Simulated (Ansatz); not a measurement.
C₂H₅BOSe, relaxed with RKS PBE0-D4/def2-TZVP in Ansatz 0.2.0 from a PBE-D4/def2-SVP geometry. The force threshold is 0.005 eV/Å; the program also tests the step.

Total charge 0; spin multiplicity 1. The bonds changed during the relaxation, so this is another structure than the one it started from.

Start:

```xyz
10

C     0.515    1.166   -0.185
B    -0.278   -0.207   -0.466
C    -1.408   -0.578    0.514
O    -2.256   -0.892    1.229
Se    0.746   -2.011   -0.223
H     1.351    1.235   -0.911
H     0.953    1.214    0.832
H    -0.129    2.059   -0.327
H    -0.831   -0.318   -1.563
H     1.337   -1.667    1.099
```

(1) By how much does the energy fall, and how many steps does the optimiser take? (Estimate.)

(2) Which bonds change most? (An estimate is asked.)

(3) Give the relaxed structure. (An estimate is asked.)

Answers

(1) Ansatz gave: 1.36 kcal/mol, in 7 steps.

(2) The calculation gave: C3–O4 from 1.153 to 1.129 Å; B2–H9 from 1.234 to 1.212 Å; B2–Se5 from 2.089 to 2.068 Å; Se5–H10 from 1.488 to 1.471 Å.

(3) The calculation gave: 
```xyz
10

C     0.504    1.147   -0.181
B    -0.270   -0.219   -0.478
C    -1.405   -0.554    0.508
O    -2.233   -0.843    1.219
Se    0.759   -1.996   -0.223
H     1.327    1.235   -0.893
H     0.935    1.185    0.823
H    -0.138    2.024   -0.307
H    -0.820   -0.327   -1.553
H     1.339   -1.654    1.084
```
